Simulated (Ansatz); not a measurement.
`N[CH]([SiH3])[InH2]` + `O[SiH2][BH][GeH3]` → `[SiH3][SiH2][BH][GeH3]` + `N[CH](O)[InH2]`  (redistribution)

Calculated with Ansatz (gas phase, PBE0-D4/def2-TZVP geometries, no zero-point term in ΔE). CCSD(T)/CBS is the MP2 limit (def2-TZVPP, def2-QZVPP) plus CCSD(T) − MP2 in def2-TZVPP, frozen cores. DFT in def2-TZVPP. Elements past krypton have def2 core potentials. For Ge, In outer-core shells are correlated without core-valence functions, which leaves a few kJ/mol of doubt a bond. Scalar relativity is left out up to krypton. Each species was taken in one conformer, which may not be the lowest.

```csv
level,ΔE (kJ/mol)
r2SCAN-D4,113.5
ωB97X-V,115.2
ωB97M-V,122.8
r2SCAN,113.6
HF/def2-QZVPP,138.2
MP2/def2-QZVPP,138.6
SCS-MP2/def2-QZVPP,138.3
MP2/CBS(def2),140.3
```

(1) What does CCSD(T)/CBS give? (An estimate is asked.)

Largest T1 diagnostic among the species: 0.014.

Results:

(1) Computed: +127.1 kJ/mol. The listed levels differ from it by -13.6, -11.9, -4.3, -13.5, 11.1, 11.5, 11.2, 13.2 kJ/mol.

From PBE to PBE0 (25 % exact exchange), in def2-TZVPP and without D4, ΔE moves by +9.0 kJ/mol.

CCSD(T)/CBS has its own doubt, a few kJ/mol and more with outer-core shells, so smaller differences from it don't rank the levels.
